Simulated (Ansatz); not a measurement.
`O[Si]N([SiH3])[SiH3]`, relaxed with RKS PBE-D4/def2-SVP in the Gaussian-basis code of Ansatz from a rough embedded geometry. The force threshold is 0.03 eV/Å; the program also tests the step.

Charge 0, multiplicity 1.

Start:

```xyz
12

O    -1.318   -1.867   -1.691
Si   -0.196   -1.667   -0.505
N    -0.264   -0.001   -0.187
Si    1.288    0.635   -0.630
Si   -0.588    0.257    1.428
H    -1.842   -1.073   -1.917
H     2.340    0.036    0.223
H     1.236    2.104   -0.352
H     1.543    0.488   -2.036
H     0.405   -0.358    2.277
H    -0.665    1.742    1.683
H    -1.939   -0.297    1.707
```

Problem. By how much does the energy fall, and how many steps does the optimiser take? (Best estimate.)

Solution. The calculation gave: 1.21 eV, in 15 steps.

Problem. Which bonds change most? (Best estimate.)

Solution. The calculation gave: N3–Si5 from 1.667 to 1.782 Å; Si2–N3 from 1.697 to 1.800 Å; Si4–H9 from 1.437 to 1.510 Å; Si5–H10 from 1.445 to 1.506 Å.

Problem. Give the relaxed structure. (Best estimate.)

Solution. Computed: 
```xyz
12

O    -0.974   -1.567   -2.171
Si   -1.455   -1.398   -0.571
N    -0.297   -0.205    0.118
Si    1.049    0.597   -0.712
Si   -0.555    0.207    1.832
H    -0.204   -1.064   -2.511
H     2.365    0.272   -0.062
H     0.867    2.090   -0.736
H     1.105    0.113   -2.142
H     0.675   -0.105    2.643
H    -0.862    1.672    1.989
H    -1.715   -0.613    2.322
```
